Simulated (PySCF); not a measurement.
Computed IR spectrum (relative IR intensity) of a molecule C2H5NOSi. Coordinates come from a PBE-D3(BJ)/def2-SVP optimisation. The values are those of a single conformer. All values below come from PBE-D3(BJ)/def2-SVP (PySCF 2.14.0). Frequencies are harmonic and unscaled.

ν (cm⁻¹): 61 (vw), 110 (vw), 179 (s), 479 (vw), 683 (m), 692 (m), 775 (vs), 804 (m), 826 (m), 912 (vs), 956 (s), 1134 (m), 1355 (w), 2164 (m), 2169 (vs), 2288 (m), 3774 (s) (against the strongest line: vs over 80 %, s over 45 %, m over 15 %, w over 4 %, vw less)

Question: Which molecule gave these data?
(A) N#CC[SiH2]O
(B) O=C/N=C/[SiH3]
(C) [SiH3]C1=NCO1
(D) C[SiH2]OC#N

Answer: A, N#CC[SiH2]O
